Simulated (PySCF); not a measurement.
A structure optimised at B3LYP-D3(BJ)/def2-SVP, used in a PySCF frequency run:

```xyz
12

C     -0.4249    -3.3245     0.0000
C      0.5392    -2.3864     0.0000
C      0.3051    -0.9576     0.0000
C      1.1840     0.0736     0.0000
Se    -0.0695     1.5246     0.0000
C     -1.0293    -0.2473     0.0000
H     -1.4853    -3.0546     0.0000
H     -0.1841    -4.3897     0.0000
H      1.5914    -2.6937     0.0000
H      2.2748     0.1100     0.0000
H     -1.6398    -0.3781     0.9048
H     -1.6398    -0.3781    -0.9048
```
Charge 0, spin multiplicity 1.

**Question.** Write its SMILES, formula and point group.

**Answer.** C=CC1=C[Se]C1, C₅H₆Se, Cs

**Question.** What are its rotational constants (standard atomic weights)?

**Answer.** 9.3965, 1.1767, 1.0529 GHz
